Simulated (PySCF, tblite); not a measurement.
One entry of a table of gas-phase calculations, keyed by method. Lists by class give the value and the number of equivalent atoms.

```json
{
 "formula": "C5H13FSi",
 "smiles": "CCC[C@@H]([SiH3])CF",
 "inchi": "InChI=1S/C5H13FSi/c1-2-3-5(7)4-6/h5H,2-4H2,1,7H3/t5-/m1/s1",
 "charge": 0,
 "multiplicity": 1,
 "geometry_level": "GFN2-xTB",
 "atoms_angstrom": [
  ["C", 2.872, -0.154, 0.29],
  ["C", 1.453, -0.686, 0.448],
  ["C", 0.414, 0.366, 0.06],
  ["C", -1.033, -0.06, 0.325],
  ["Si", -2.205, 1.456, 0.29],
  ["C", -1.502, -1.111, -0.669],
  ["F", -1.636, -0.565, -1.927],
  ["H", 3.599, -0.911, 0.577],
  ["H", 3.061, 0.128, -0.744],
  ["H", 3.023, 0.722, 0.917],
  ["H", 1.336, -1.577, -0.172],
  ["H", 1.292, -0.982, 1.489],
  ["H", 0.522, 0.612, -0.999],
  ["H", 0.623, 1.276, 0.629],
  ["H", -1.081, -0.529, 1.314],
  ["H", -2.083, 2.148, -0.989],
  ["H", -3.575, 0.985, 0.505],
  ["H", -1.801, 2.338, 1.387],
  ["H", -2.488, -1.502, -0.398],
  ["H", -0.797, -1.943, -0.77]
 ],
 "electronic_structure_code": "PySCF",
 "results": {
  "GFN2-xTB geometry": {
   "point_group": "C1",
   "rotational_constants_GHz": [2.853, 1.143, 0.92]
  },
  "PBE0/pcSseg-1 ground state and GIAO shieldings, non-relativistic": {
   "dipole_D": 1.88,
   "homo_eV": -8.2,
   "lumo_eV": 0.89,
   "shift_vs_computed_TMS_C_by_class_ppm": [
    [85.3, 1],
    [32.7, 1],
    [30.6, 1],
    [27.0, 1],
    [17.0, 1]
   ],
   "shift_vs_computed_TMS_H_by_class_ppm": [
    [5.09, 1],
    [4.71, 1],
    [3.86, 3],
    [1.85, 1],
    [1.71, 1],
    [1.21, 1],
    [1.11, 3],
    [0.98, 1],
    [0.77, 1]
   ],
   "shielding_other_nuclei_by_class_ppm": [
    ["F", 422.9, 1],
    ["Si", 415.8, 1]
   ],
   "charges_hirshfeld_e_by_atom": [-0.12, -0.06, -0.07, -0.11, 0.3, 0.02, -0.11, 0.04, 0.04, 0.04, 0.04, 0.03, 0.03, 0.04, 0.04, -0.07, -0.08, -0.08, 0.04, 0.04]
  },
  "GFN2-xTB harmonic vibrations, gas phase": {
   "strongest_ir_bands_cm-1_km_per_mol_modes": [
    [769.3, 196.8, 1],
    [779.6, 160.9, 1],
    [789.9, 404.6, 1],
    [2255.0, 283.8, 1],
    [2260.6, 335.4, 1],
    [2311.1, 251.5, 1]
   ],
   "zpe_kcal_per_mol": 103.5
  }
 }
}
```

The rotational constants make it an asymmetric top with κ = (2B − A − C)/(A − C) = -0.77, nearer the prolate limit (−1). With B = h/(8π²I), that is 505.379 GHz u Å² over I, the principal moments of inertia are 177.1, 442.3 and 549.6 u Å² (most abundant isotopes).

 NMR classes are plain means over equivalent atoms (diastereotopic ones count apart unless rotation or inversion swaps them), as if these changed places fast; in this geometry the members of some classes differ.

Shape of the structure used: `[CH3:1][CH2:2][CH2:3][C@@H:4]([SiH3:5])[CH2:6][F:7]`: C1–C2–C3–C4 -174°, C2–C3–C4–Si5 164°, C3–C4–C6–F7 -69°.

One conformer stands for the species.
